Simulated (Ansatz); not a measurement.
Species: [Sc(Cl)3] (charge 0, multiplicity 1).

Problem. Give a relaxed geometry from PBE-D3(BJ)/def2-SVP (Ansatz, a program for electronic structure).

Solution. the end point of this relaxation.
Z-matrix (Å, degrees):
```
Sc
Cl 1 2.2708
Cl 1 2.2708 2 119.99
Cl 1 2.2708 2 120.00 3 -179.12
```
